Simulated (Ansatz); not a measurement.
Reaction (cleavage of the B–Si bond): `C[SiH2][BH][ZnH]` + CH₃OH → `CO[BH][ZnH]` + `C[SiH3]`

Gas-phase electronic energies from Ansatz, PBE0-D4/def2-TZVP geometries. CCSD(T)/CBS is the MP2 limit (def2-TZVPP, def2-QZVPP) plus CCSD(T) − MP2 in def2-TZVPP, frozen cores. This one scheme is used for every species. Functionals use def2-TZVPP. B3LYP here is the variant with VWN-RPA as its local correlation; programs differ in this. For Zn outer-core shells are correlated without core-valence functions, which leaves a few kJ/mol of doubt a bond. Scalar relativity is left out up to krypton. One conformer a species, not always the lowest.

| level | ΔE (kcal/mol) | difference from CCSD(T)/CBS |
| --- | --- | --- |
| PBE-D4 | -37.1 | 0.8 |
| r2SCAN-D4 | -38.3 | -0.4 |
| PBE0-D4 | -36.6 | 1.3 |
| B3LYP-D4 | -39.5 | -1.6 |
| ωB97X-V | -38.4 | -0.5 |
| ωB97M-V | -39.6 | -1.7 |
| B2PLYP | -40.5 | -2.6 |
| PBE | -37.6 | 0.3 |
| r2SCAN | -38.5 | -0.6 |
| PBE0 | -37.1 | 0.8 |
| B3LYP | -40.4 | -2.5 |
| HF/def2-TZVPP | -39.5 | -1.6 |
| MP2/def2-TZVPP | -40.0 | -2.1 |
| SCS-MP2/def2-TZVPP | -40.2 | -2.3 |
| CCSD/def2-TZVPP | -38.3 | -0.4 |
| CCSD(T)/def2-TZVPP | -38.6 | -0.7 |
| HF/def2-QZVPP | -39.7 | -1.8 |
| MP2/def2-QZVPP | -39.6 | -1.7 |
| SCS-MP2/def2-QZVPP | -39.8 | -1.9 |
| HF/CBS(def2) | -39.8 | -1.9 |
| MP2/CBS(def2) | -39.2 | -1.3 |
| CCSD/CBS(def2) | -37.5 | 0.4 |
| CCSD(T)/CBS | -37.9 | 0 |

Largest T1 diagnostic among the species: 0.016.

The D4 term adds +0.9 kcal/mol with B3LYP and +0.5 kcal/mol with PBE0; it sums over pairs of atoms, weighted by their polarisabilities, and B3LYP, whose exchange is more repulsive, gets the larger term.
